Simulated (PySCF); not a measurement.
AlFH₄O₃Si, SMILES [OH][Al]([OH])[O][SiH2]F.

The structure is a stationary point at PBE-D3(BJ)/def2-SVP. The structure was generated by enumeration; whether it is a known compound was not checked. The values are those of a single conformer.

Method: PBE-D3(BJ)/def2-SVP in PySCF.

Frequencies are harmonic and unscaled.

A small imaginary wavenumber (i) marks a very flat motion, where grid noise or a shallow saddle decides the sign.

```csv
mode,ν (cm⁻¹),IR (km/mol),moving atoms (share of kinetic energy)
1,3i,0.8,"F 40 %, O 37 %, H 13 %, Si 9 %"
2,35,1.5,"O 57 %, F 35 %"
3,49,1.7,"O 53 %, Si 20 %, H 20 %"
4,204,27.1,"O 63 %, H 18 %, Si 8 %"
5,239,12.5,"O 68 %, Al 17 %, H 11 %"
6,256,24.0,"Al 55 %, O 22 %, F 12 %"
7,308,125.8,"H 83 %, O 11 %"
8,326,154.0,"O 39 %, H 26 %, F 16 %, Al 13 %"
9,347,3.1,"H 71 %, O 20 %"
10,508,42.3,"O 37 %, Si 31 %, H 17 %, Al 15 %"
11,603,93.3,"H 81 %, O 15 %"
12,619,200.2,"H 65 %, O 31 %"
13,684,116.5,"H 68 %, Si 20 %"
14,714,0.6,H 95 %
15,808,60.7,"O 46 %, Al 28 %, H 13 %"
16,843,42.2,"F 45 %, H 32 %, Si 16 %"
17,936,112.9,"Al 37 %, O 32 %, H 28 %"
18,943,150.6,"H 71 %, Al 12 %, O 10 %"
19,954,204.5,"H 60 %, Si 26 %, F 8 %"
20,1102,570.0,"O 75 %, Si 13 %, Al 11 %"
21,2192,106.1,H 97 %
22,2201,161.5,H 96 %
23,3814,99.1,H 94 %
24,3816,61.1,H 94 %
```
